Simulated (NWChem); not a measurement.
Species: C6H4O; SMILES C#Cc1ccoc1

```xyz
11

C      0.0214    -2.9730     0.0000
C      0.0174    -1.7597     0.0000
C     -0.0028    -0.3396     0.0000
C     -1.1565     0.5227     0.0000
C     -0.6710     1.7920     0.0000
O      0.6790     1.7830     0.0000
C      1.0801     0.5041     0.0000
H      0.0280    -4.0472     0.0000
H     -2.1986     0.2134     0.0000
H     -1.1442     2.7704     0.0000
H      2.1513     0.3213     0.0000
```
Atoms are numbered in this order, from 1.

Geometry: optimised at PBE0/def2-SVP.

Symmetry labels are those of Cs in the frame above (b1 and b2, or b-type labels, depend on it).

Problem. List the 4 lowest vertical singlet excitations from PBE0/def2-SVP, TDA (NWChem).

Solution. 
```json
[
 {"state": "S1", "energy (eV)": "5.90", "oscillator strength": "0.000", "symmetry": "a\"", "leading excitation (squared amplitude)": "HOMO−2 → LUMO (0.76)"},
 {"state": "S2", "energy (eV)": "6.03", "oscillator strength": "0.166", "symmetry": "a'", "leading excitation (squared amplitude)": "HOMO → LUMO (0.68)"},
 {"state": "S3", "energy (eV)": "6.13", "oscillator strength": "0.000", "symmetry": "a\"", "leading excitation (squared amplitude)": "HOMO → LUMO+2 (0.74)"},
 {"state": "S4", "energy (eV)": "6.14", "oscillator strength": "0.009", "symmetry": "a'", "leading excitation (squared amplitude)": "HOMO−1 → LUMO (0.65)"}
]
```
